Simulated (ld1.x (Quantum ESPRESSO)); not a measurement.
## Logarithmic derivatives: Ag (Z = 47), PAW

silver, PAW, made with ld1.x (Quantum ESPRESSO) 7.5 (Wu–Cohen, scalar-relativistic). Core [Ar] 3d10 4s2, reference 4p6 4d10 5s1 5p0. Waves: 5s (bound): rcut 1.95, rcutus 2.40 bohr; 5s channel at 2.2 Ry: rcut 1.95, rcutus 2.40 bohr; 4p (bound): rcut 1.50, rcutus 1.95 bohr; 5p (bound, empty): rcut 1.50, rcutus 1.95 bohr; 4d (bound): rcut 1.35, rcutus 1.45 bohr; 4d channel at 1.6 Ry: rcut 1.35, rcutus 1.45 bohr. Local part: all-electron potential smoothed inside 1.50 bohr (lloc = -1). Core correction: Bessel-smoothed model core inside 1.45 bohr. Augmentation charge: BESSEL, radius 1.00 bohr.

The phase is arctan(r·u′/u) with u = r·R(r), unwrapped; energies in Ry, scanned from -6 to 5 Ry. A pole is an energy at which the radial function vanishes at the test radius. The pseudo phase is shifted by a multiple of π to meet the all-electron one at the reference energy, and phase errors are pseudo minus all-electron; the curves can meet again beyond the range given. Levels narrower than the energy grid can be missing from the lists of poles.

For each channel, where are the poles, and over which energies does the pseudopotential scatter like the atom?

```
channel  radius (bohr)  reference energy (Ry)  poles, all-electron       poles, pseudo  unbroken range about the reference energy with phases within 0.05 rad  phase error 1 Ry above the reference energy (rad)
      s           2.60                  -0.32                 1.84                1.84                                                        the whole range                                             -0.000
      p           2.60                  -0.05          -4.28, 3.10  -4.28, -2.06, 2.48                                                            -1.8 to 0.6                                             -0.061
      d           2.60                  -0.55                -0.32               -0.32                                                        the whole range                                             +0.000
```

Note: ghost state, extra bound levels that the all-electron valence spectrum of the same l lacks: s at -99.8 eV (p not tested). A true bound ghost makes a file unfit for plane-wave use. Its overlap operator is not positive definite in a basis up to 400 Ry (lowest eigenvalue p -1.14), so the file is unfit for use: the generalised eigenproblem breaks down once the basis is large enough, and its test numbers describe a broken file.

Phases in the d channel:

```json
{"E (Ry)": "-6.00", "all-electron": "1.416", "pseudo": "1.416"}
{"E (Ry)": "-5.48", "all-electron": "1.409", "pseudo": "1.409"}
{"E (Ry)": "-4.96", "all-electron": "1.400", "pseudo": "1.400"}
{"E (Ry)": "-4.44", "all-electron": "1.391", "pseudo": "1.391"}
{"E (Ry)": "-3.92", "all-electron": "1.379", "pseudo": "1.379"}
{"E (Ry)": "-3.40", "all-electron": "1.365", "pseudo": "1.365"}
{"E (Ry)": "-2.88", "all-electron": "1.346", "pseudo": "1.346"}
{"E (Ry)": "-2.36", "all-electron": "1.320", "pseudo": "1.320"}
{"E (Ry)": "-1.84", "all-electron": "1.280", "pseudo": "1.280"}
{"E (Ry)": "-1.32", "all-electron": "1.196", "pseudo": "1.196"}
{"E (Ry)": "-0.80", "all-electron": "0.696", "pseudo": "0.696"}
{"E (Ry)": "-0.28", "all-electron": "-1.601", "pseudo": "-1.601"}
{"E (Ry)": "0.24", "all-electron": "-1.794", "pseudo": "-1.794"}
{"E (Ry)": "0.76", "all-electron": "-1.915", "pseudo": "-1.915"}
{"E (Ry)": "1.28", "all-electron": "-2.087", "pseudo": "-2.087"}
{"E (Ry)": "1.80", "all-electron": "-2.478", "pseudo": "-2.478"}
{"E (Ry)": "2.32", "all-electron": "-3.437", "pseudo": "-3.436"}
{"E (Ry)": "2.84", "all-electron": "-4.163", "pseudo": "-4.163"}
{"E (Ry)": "3.36", "all-electron": "-4.429", "pseudo": "-4.428"}
{"E (Ry)": "3.88", "all-electron": "-4.552", "pseudo": "-4.551"}
{"E (Ry)": "4.40", "all-electron": "-4.624", "pseudo": "-4.624"}
{"E (Ry)": "4.92", "all-electron": "-4.674", "pseudo": "-4.674"}
```
